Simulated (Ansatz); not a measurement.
Isolated molecules relaxed with PBE0-D4/def2-TZVP in Ansatz; ΔE leaves out vibrations. CCSD(T)/CBS adds triple-zeta CCSD(T) − MP2 to the extrapolated MP2 energy (def2 sets, frozen cores). DFT in def2-TZVPP. B3LYP here is the variant with VWN-RPA as its local correlation; programs differ in this. For Br outer-core shells are correlated without core-valence functions, which leaves a few kJ/mol of doubt a bond. Scalar relativity is left out up to krypton. Each species was taken in one conformer, which may not be the lowest.

`[NH2][Al]([NH2])[Br]` + `FB(Br)Br` → `[NH2][Al]([Br])[Br]` + `NB(F)Br`  (redistribution)

`[NH2][Al]([NH2])[Br]`:

Z-matrix (Å, degrees):
```
N
Al 1 1.758
H 1 1.006 2 123.5
H 1 1.006 2 125.8 3 180.0
N 2 1.758 1 123.6 3 -180.0
Br 2 2.258 1 118.2 3 -0.0
H 5 1.006 2 125.8 1 -0.0
H 5 1.006 2 123.6 1 179.9
```

`FB(Br)Br`:

```xyz
4

F     1.216   -0.444   -0.639
B     0.114   -0.042   -0.060
Br   -0.882    1.371   -0.849
Br   -0.447   -0.886    1.548
```

`[NH2][Al]([Br])[Br]`:

```xyz
6

N    -0.016    0.913    0.531
Al    0.011   -0.598   -0.347
Br   -0.980   -2.410    0.522
Br    1.036   -0.713   -2.337
H    -0.456    1.041    1.427
H     0.406    1.767    0.205
```

`NB(F)Br`:

Z-matrix (Å, degrees):
```
N
B 1 1.386
H 1 1.003 2 122.8
H 1 1.006 2 121.9 3 180.0
F 2 1.326 1 121.0 3 -180.0
Br 2 1.931 1 120.9 3 0.0
```

| level | ΔE (kJ/mol) |
| --- | --- |
| LDA (SPW92) | -130.3 |
| B3LYP-D4 | -130.9 |
| BHLYP-D4 | -139.5 |
| r2SCAN | -130.6 |
| PBE0 | -134.1 |
| r2SCAN0 | -136.1 |
| HF/def2-SVP | -159.2 |
| MP2/def2-SVP | -142.7 |

(1) What does CCSD(T)/CBS give? (Best estimate.)

Largest T1 diagnostic among the species: 0.010.

Answers

(1) Ansatz gave: -129.0 kJ/mol. The listed levels differ from it by -1.3, -1.9, -10.5, -1.6, -5.1, -7.1, -30.2, -13.7 kJ/mol.

From r2SCAN to r2SCAN0 (25 % exact exchange), in def2-TZVPP and without D4, ΔE moves by −5.5 kJ/mol. At CCSD(T), def2-SVP lies −13.9 kJ/mol from the extrapolated value and def2-TZVPP +0.9 kJ/mol.
